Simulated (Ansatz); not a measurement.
Single points on WO2Cl2 (WCl2O2).

```yaml
crystal:
  periodic: [false, false, false]
  atoms:
    - {symbol: W, position_ang: [0.064417, -0.000189, 0.045012]}
    - {symbol: O, position_ang: [0.125453, -0.014716, 1.747866]}
    - {symbol: O, position_ang: [1.684586, 0.006719, -0.482873]}
    - {symbol: Cl, position_ang: [-0.940518, 1.921111, -0.638721]}
    - {symbol: Cl, position_ang: [-0.933948, -1.912935, -0.671284]}
basis:
  gaussian: {orbitals: def2-TZVP, initial_orbitals: start.molden}
hamiltonian: {xc: {name: wB97M-V}}
scf: {omitted_lower_state_checks: [starts]}
output: {orbitals: {seedname: orbitals}}
```

The file start.molden holds the orbitals of an earlier run on this structure, at another level or in another basis.

```sh
$ ansatz run in.yaml --threads 4 --pin off --events-out ev --progress --plain --max-ram 3916MiB
```

Output, abridged:

```
Functional definition: wB97M-V
1196 factors; their error is unknown
208 factors; integrals over basis functions are off by at most 2.9e-5 eV
mean field evaluation 1: about -30968.7546 eV, gradient 1.4e1 eV
mean field evaluation 2: about -30968.8602 eV, gradient 2.0e-1 eV
mean field evaluation 4: about -30968.9146 eV, gradient 6.2e-4 eV
mean field -30968.91458568 eV, -1138.0866195396 hartree, gradient 1.0e-5 eV, S^2 0.000000; 0 other end points of the search recorded, 0 dependent functions left out
reference -30968.91462984 eV, -1138.0866211623 hartree; 32, 32 occupied and 144, 144 virtual orbitals, 1196 factors
Total energy: -30968.91462984 eV, -1138.0866211623 hartree
Checks for a lower state left out: starts
```

Run time 6.5 s (4 threads of Arm Neoverse V2 on a shared host), peak host memory 0.55 GiB.

First input, but with `hamiltonian: {xc: {name: CAM-B3LYP}, dispersion: d4}` (abridged; 2.1 s):

```
Functional definition: CAM-B3LYP
mean field -30971.74446652 eV, -1138.1906157422 hartree, gradient 2.2e-5 eV, S^2 0.000000
Total energy: -30971.91022140 eV, -1138.1967071217 hartree
Checks for a lower state left out: starts
```

First input, but with `hamiltonian: {xc: pbe, dispersion: d4}`, `output: {forces: true, orbitals: {seedname: orbitals}}` (abridged; 1.5 s):

```
Functional definition: PBE
mean field -30961.37612499 eV, -1137.8095862190 hartree, gradient 2.5e-5 eV, S^2 0.000000
Total energy: -30961.55954144 eV, -1137.8163266491 hartree
Atom 0 force    -0.613554     0.002163    -0.428837 eV/Å
Atom 1 force    -0.009147    -0.004809     0.605775 eV/Å
Atom 2 force     0.565623     0.003487    -0.216759 eV/Å
Atom 3 force     0.029201    -0.095107     0.019286 eV/Å
Atom 4 force     0.027878     0.094266     0.020536 eV/Å
Dipole moment:    -0.314094     0.001405    -0.219517 e Å
Checks for a lower state left out: starts
```

As the first input, with `gaussian: {orbitals: def2-TZVPP, initial_orbitals: start.molden}`, `correlation: {method: ccsd_t}` and without the key `hamiltonian` (abridged; 98 s):

```
Functional definition: HF
mean field -30895.49058163 eV, -1135.3883371592 hartree, gradient 1.7e-6 eV, S^2 0.000000
12 core orbitals not correlated: weight in the atoms' cores, before any rotation towards them, 1.000 or more for the frozen orbitals, at most 0.000 for the correlated occupied ones
second order -37.60243374 eV of doubles, -0.00000000 eV of singles
cycle   1  -33.64912889 eV  change     4.0e0 eV  update   3.3e-1
cycle   2  -35.68830539 eV  change    -2.0e0 eV  update   2.4e-1
cycle   3  -36.07459179 eV  change   -3.9e-1 eV  update   4.4e-2
cycle   4  -36.08507652 eV  change   -1.0e-2 eV  update   2.1e-2
cycle   5  -36.06362385 eV  change    2.1e-2 eV  update   5.8e-3
cycle   6  -36.06571593 eV  change   -2.1e-3 eV  update   2.1e-3
cycle   7  -36.06495778 eV  change    7.6e-4 eV  update   1.1e-3
cycle   8  -36.06412398 eV  change    8.3e-4 eV  update   4.2e-4
cycle   9  -36.06437133 eV  change   -2.5e-4 eV  update   2.1e-4
cycle  10  -36.06459935 eV  change   -2.3e-4 eV  update   8.0e-5
cycle  11  -36.06449763 eV  change    1.0e-4 eV  update   5.0e-5
cycle  12  -36.06443412 eV  change    6.4e-5 eV  update   2.1e-5
cycle  13  -36.06450020 eV  change   -6.6e-5 eV  update   8.5e-6
cycle  14  -36.06447887 eV  change    2.1e-5 eV  update   3.0e-6
perturbative correction -2.21471822 eV, -0.0813893936 hartree
Total energy: -30933.76977873 eV, -1136.7950717060 hartree
Checks for a lower state left out: starts
```

The first input with `gaussian: {orbitals: def2-SVP, initial_orbitals: start.molden}`, `hamiltonian: {xc: pbe0, dispersion: d4}` (abridged; 1.1 s):

```
Functional definition: PBE0
mean field -30946.76466877 eV, -1137.2726251067 hartree, gradient 2.8e-5 eV, S^2 0.000000
Total energy: -30946.92255447 eV, -1137.2784272992 hartree
Checks for a lower state left out: starts
```

The first input with `hamiltonian: {xc: r2scan, dispersion: d4}` (abridged; 3 s):

```
Functional definition: r2SCAN
mean field -30971.79855991 eV, -1138.1926036375 hartree, gradient 7.4e-6 eV, S^2 0.000000
Total energy: -30971.83953267 eV, -1138.1941093587 hartree
Checks for a lower state left out: starts
```

First input, but with `correlation: {method: mp2}` and without the key `hamiltonian` (abridged; 1.4 s):

```
Functional definition: HF
mean field -30895.21746670 eV, -1135.3783003706 hartree, gradient 2.5e-6 eV, S^2 0.000000
12 core orbitals not correlated: weight in the atoms' cores, before any rotation towards them, 1.000 or more for the frozen orbitals, at most 0.000 for the correlated occupied ones
second order -35.66946937 eV of doubles, -0.00000000 eV of singles
Total energy: -30930.88693606 eV, -1136.6891291922 hartree
Checks for a lower state left out: starts
```

Geometry: r2SCAN-D4/def2-SVP.

In the def2 sets W takes a core potential; there is no spin–orbit coupling. Correlated methods freeze 12 core orbitals; core or outer-core shells of W are correlated, in sets that lack core-valence functions. At CCSD(T)/def2-TZVPP, MP2/def2-TZVP the test of the restricted singlet for broken spin symmetry was undecided.
